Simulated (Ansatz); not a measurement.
`[InH2][BH][TeH]` + `[OH][GeH2][F]` → `[F][GeH2][InH2]` + `OB[TeH]`  (redistribution)

Calculated with Ansatz (gas phase, PBE0-D4/def2-TZVP geometries, no zero-point term in ΔE). CCSD(T)/CBS is the MP2 limit (def2-TZVPP, def2-QZVPP) plus CCSD(T) − MP2 in def2-TZVPP, frozen cores. DFT in def2-TZVPP. B3LYP here is the variant with VWN-RPA as its local correlation; programs differ in this. HSE06 is defined as in plane-wave codes. def2 core potentials past Kr. For Ge, In, Te outer-core shells are correlated without core-valence functions, which leaves a few kJ/mol of doubt a bond. Scalar relativity is left out up to krypton. One conformer a species, not always the lowest.

```
             level  ΔE (kJ/mol)  difference from CCSD(T)/CBS
       LDA (SPW92)       -126.1                        -18.4
            PBE-D4       -120.9                        -13.2
         revPBE-D4       -118.3                        -10.6
           BLYP-D4       -124.9                        -17.2
         r2SCAN-D4       -118.1                        -10.4
            B97M-V       -111.6                         -3.9
           PBE0-D4       -121.0                        -13.3
          B3LYP-D4       -125.1                        -17.4
        r2SCANh-D4       -118.9                        -11.2
        r2SCAN0-D4       -120.0                        -12.3
          HSE06-D4       -120.9                        -13.2
          BHLYP-D4       -123.7                        -16.0
      CAM-B3LYP-D4       -124.8                        -17.1
           ωB97X-V       -116.7                         -9.0
           ωB97M-V       -121.9                        -14.2
          PBE-QIDH       -112.7                         -5.0
               PBE       -122.4                        -14.7
            revPBE       -120.8                        -13.1
              BLYP       -127.9                        -20.2
             B3LYP       -127.6                        -19.9
           r2SCANh       -119.2                        -11.5
           r2SCAN0       -120.4                        -12.7
             HSE06       -122.2                        -14.5
             BHLYP       -126.6                        -18.9
         CAM-B3LYP       -126.2                        -18.5
           LC-ωPBE       -118.4                        -10.7
RPA@PBE/def2-TZVPP       -100.3                          7.4
      MP2/def2-SVP       -125.2                        -17.5
     CCSD/def2-SVP       -127.9                        -20.2
     HF/def2-TZVPP       -121.7                        -14.0
    MP2/def2-TZVPP       -102.8                          4.9
SCS-MP2/def2-TZVPP       -104.0                          3.7
   CCSD/def2-TZVPP       -107.5                          0.2
CCSD(T)/def2-TZVPP       -104.0                          3.7
     HF/def2-QZVPP       -121.4                        -13.7
    MP2/def2-QZVPP       -104.8                          2.9
SCS-MP2/def2-QZVPP       -105.5                          2.2
      HF/CBS(def2)       -121.3                        -13.6
     MP2/CBS(def2)       -106.5                          1.2
    CCSD/CBS(def2)       -111.2                         -3.5
       CCSD(T)/CBS       -107.7                            0
```

Largest T1 diagnostic among the species: 0.016.

Leaving LDA and LC-ωPBE aside and taking each functional with its dispersion term where it has one, the values spread over 13.5 kJ/mol, from B3LYP-D4 to B97M-V. LDA lies −3.7 kJ/mol from PBE without D4. At CCSD(T), def2-SVP lies −18.3 kJ/mol from the extrapolated value and def2-TZVPP +3.7 kJ/mol. In def2-TZVPP, CCSD(T) changes the Hartree–Fock value by +17.7 kJ/mol (the triples alone add +3.5 kJ/mol) and MP2 by +19.0 kJ/mol.
